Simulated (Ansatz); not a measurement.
The first iterations of a band of H4O2Sn (7 atoms, charge 0, multiplicity 1).

Method: Ansatz, RKS B3LYP-D4/def2-SVP.

```
movable images  : 7
climbing image  : yes
spring          : 5.0 eV/Å²
optimiser       : quadratic models (default)
start path      : through a guess of the saddle point
force threshold : 0.05 eV/Å
iteration limit : 60
end points      : relaxed
```

First end point:

```xyz
7
Properties=species:S:1:pos:R:3
Sn 0.356 -0.086 -0.023
O 0.680 -0.080 1.944
H -0.134 -0.118 2.466
H 1.904 0.141 -0.695
O -0.706 1.532 -0.508
H -1.659 1.369 -0.508
H -0.536 -1.491 -0.475
```

Last end point:

```xyz
7
Properties=species:S:1:pos:R:3
Sn 0.091 -0.195 -1.020
O 1.023 0.151 1.292
H 0.685 -0.524 1.900
H 1.986 0.147 1.392
O -1.029 1.490 -0.960
H -1.797 1.408 -0.378
H -1.054 -1.209 -0.025
```

| iteration | highest image above the first end (eV) | largest band force component (eV/Å) |
| --- | --- | --- |
| 1 | 4.217 | 4.871 |
| 2 | 2.842 | 2.710 |
| 3 | 2.215 | 2.007 |
| 4 | 1.982 | 0.873 |

**Question.** Does the band converge within its limit, and where does its top end?

**Answer.** It converged. It ended after 12 iterations with the highest image 1.913 eV above the first end. Neighbouring images differ by up to 1.5 eV, so the band resolves the path poorly. A vibrational analysis at the climbing image gives one clearly imaginary mode, 1233i cm⁻¹: a first-order saddle point. The orbitals stay closed-shell, which can raise the energy where a bond breaks towards radicals; this wasn't checked here.

Time of the run: 100 s on 1 thread of AMD EPYC 9R45 96-Core Processor (Zen 5) (shared host), peak memory 0.19 GiB.
